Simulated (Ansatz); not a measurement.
Input file for Ansatz (a first-principles code): R-RI-MP2/def2-TZVPPD on germylsilane (SMILES [SiH3][GeH3]) with ghost functions. Files ending in .json are basis or fitting sets from the Basis Set Exchange. The run froze 19 orbitals, filled d shells among them.

Ansatz 0.2 input:
```yaml
crystal:
  periodic: [false, false, false]
  atoms:
    - {symbol: Si, position_ang: [0.66080176, 1.33791132, 0.64120448]}
    - {symbol: Ge, position_ang: [-0.36327853, -0.80312333, 0.37042253]}
    - {symbol: H, position_ang: [0.10281531, 2.03573018, 1.82168199]}
    - {symbol: H, position_ang: [0.41364779, 2.16509865, -0.56402167]}
    - {symbol: H, position_ang: [2.12381500, 1.18202262, 0.82137389]}
    - {symbol: H, position_ang: [0.11555655, -1.79325123, 1.44607971]}
    - {symbol: H, position_ang: [-0.01901249, -1.39424524, -1.00953434]}
    - {symbol: H, position_ang: [-1.89585503, -0.69020458, 0.47132665]}
basis:
  gaussian:
    orbitals: def2-TZVPPD.json
    fitting: {mean_field: def2-universal-JKFIT, correlation: def2-TZVPPD-RIFIT.json}
    ghost_atoms:
      - {symbol: C, position_ang: [0.06235570, 0.04413691, 4.35265763]}
      - {symbol: H, position_ang: [0.01567030, -0.49466492, 5.29805578]}
      - {symbol: H, position_ang: [0.17687739, 1.10986431, 4.54446124]}
      - {symbol: H, position_ang: [0.91230249, -0.31489472, 3.77409874]}
      - {symbol: H, position_ang: [-0.85601577, -0.12684271, 3.79270451]}
magnetization: {spin_polarized: false}
correlation: {method: mp2, electrons: outside_noble_gas}
scf: {lower_state_search: off}
```

The log:

```
WARN ansatz: RAYON_NUM_THREADS=1 ignored (pool sized by the plan → 1); use --threads N
Functional definition: HF
these checks for a lower state are left out or cut short: stability, starts, cluster_reference, orbital_swaps, neighbouring_geometries, increment
integrals: 0.43 GiB planned
649 factors; integrals over basis functions are off by at most 1.1e0 eV
mean field: 0.69 GiB planned
mean field evaluation 1: about -64429.8246 eV, gradient 1.4e1 eV
mean field evaluation 2: about -64430.8119 eV, gradient 5.1e0 eV
mean field evaluation 4: about -64430.9309 eV, gradient 3.1e-1 eV
mean field -64430.93189459 eV, -2367.7930742721 hartree, gradient 1.1e-6 eV, S^2 0.000000; 0 other end points of the search recorded, 0 dependent functions left out
19 core orbitals not correlated
796 factors; their error is unknown
reference -64430.93189459 eV, -2367.7930742721 hartree; 7, 7 occupied and 283, 283 virtual orbitals, 796 factors
second order -7.10841717 eV of doubles, -0.00000000 eV of singles
Total energy: -64438.04031176 eV, -2368.0543037847 hartree
Checks for a lower state left out: stability, starts, cluster_reference, orbital_swaps, neighbouring_geometries, increment
```

The run converged.

Cost: around 5 core-seconds (rough).
